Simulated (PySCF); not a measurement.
Simulated absorption spectrum

Compound: CH8F2N2Si2.
SMILES with atom numbers: `[NH2:1][Si@@H:2]([F:3])[NH:4][SiH2:5][CH2:6][F:7]` (hydrogens: H8, H9 on N1; H10 on Si2; H11 on N4; H12, H13 on Si5; H14, H15 on C6)

Structure used (GFN2-xTB), in Å, numbered top down from 1:
```
atom  x, y, z in Å
N1    -2.7493    1.1295   -0.3800
Si2   -1.8433   -0.3125   -0.1954
F3    -2.2825   -1.2204   -1.4507
N4    -0.1796    0.1359   -0.2769
Si5    1.1808   -0.9162   -0.1943
C6     2.7095    0.2337   -0.1011
F7     2.7303    1.0977   -1.1816
H8    -2.6145    1.8881    0.2662
H9    -3.7206    1.0513   -0.6321
H10   -2.0395   -1.1827    0.9503
H11   -0.0040    1.0414   -0.6855
H12    1.1157   -1.6800    1.0539
H13    1.3266   -1.7993   -1.3545
H14    3.6468   -0.3237   -0.1357
H15    2.7191    0.8653    0.7899
```

Method used: TDDFT CAM-B3LYP/def2-SVPD, vertical, gas phase, core orbitals frozen in the response (PySCF 2.14.0, density-fitted response routines).

Computed states:

```csv
state,E (eV),f
S1,6.98,0.022
S2,7.05,0.030
S3,7.32,0.0098
S4,7.78,0.0006
S5,8.01,0.072
S6,8.04,0.011
S7,8.12,0.017
S8,8.18,0.053
```

Each state is given a Gaussian of 0.5 eV full width at half maximum, with ε(max) = 2.175×10⁸ f / Δν̃ (Δν̃ the width in cm⁻¹). The cross-section is σ = 3.8235×10⁻²¹ ε cm², given in Mb (10⁻¹⁸ cm²). The width is an assumption, not a result. The curve ends short of the highest state used, and states not computed would add to its high-energy end.

(1) What does the envelope look like, and where are its maxima?

(2) On this curve, what absorbance would a 10⁻³ mol/L sample give at 193 nm over a 1 cm path?

(3) Coming from long wavelengths, where does ε first pass 100 L mol⁻¹ cm⁻¹?

Results:

(1) 
(λ (nm), σ (Mb)): (163.6, 3.94), (164.5, 3.51), (165.3, 3.44), (166.1, 3.63), (166.9, 4.03), (167.8, 4.68), (168.6, 5.40), (169.4, 6.22), (170.2, 7.09), (171.1, 8.10), (171.9, 8.96), (172.7, 9.76), (173.5, 10.44), (174.4, 11.02), (175.2, 11.34), (176.0, 11.45), (176.8, 11.34), (177.7, 10.97), (178.5, 10.44), (179.3, 9.75), (180.1, 8.95), (181.0, 7.94), (181.8, 7.01), (182.6, 6.08), (183.4, 5.19), (184.3, 4.25), (185.1, 3.50), (185.9, 2.84), (186.7, 2.26), (187.6, 1.72), (188.4, 1.33), (189.2, 1.02), (190.0, 0.76), (190.9, 0.54), (191.7, 0.40), (192.5, 0.29), (193.3, 0.20), (194.2, 0.14), (195.0, 0.09), (195.8, 0.06), (196.6, 0.04), (197.5, 0.03), (198.3, 0.02), (199.1, 0.01)

Maxima: 176 nm (7.04 eV), ε about 3000, made up of S1 (38%) and S2 (55%) (ε in L mol⁻¹ cm⁻¹; maxima over ε = 5, shares over 10%). At its high-energy end, 7.58 eV, the curve is still rising (ε about 1000, from S3 and S5).

(2) 193 nm is 6.424 eV, where ε is about 61 L mol⁻¹ cm⁻¹, so A = ε c l ≈ 0.061 (Beer–Lambert, with the gas-phase spectrum and the assumed width).

(3) At about 192 nm (6.46 eV), 0.51 eV below S1.

One conformer stands for the species.

Without π bonds the low states are Rydberg-like; a valence basis with one diffuse set may place them up to an eV too high.
